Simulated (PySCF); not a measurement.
Level of theory: M06-2X/def2-TZVP (PySCF). Gas-phase values, no solvent. One relaxed conformer stands for a flexible species; it need not be the lowest. Delta-SCF ions had no search for a lower state. 

Reference species (SMILES): `B` (neutral, multiplicity 1).

HOMO: -11.26 eV
HOMO–LUMO gap: 10.26 eV
vertical ionisation energy (Delta-SCF): 13.21 eV

After one change: the HOMO rises by 0.69 eV; the HOMO–LUMO gap falls by 0.96 eV; the vertical ionisation energy (Delta-SCF) falls by 1.30 eV.

**Question.** Which change was made? The new species is one of these.
(A) `[BH2][AlH2]`
(B) `BB(O)O`
(C) `BCC#N`
(D) `BS(C)=O`

**Answer.** C, `BCC#N`
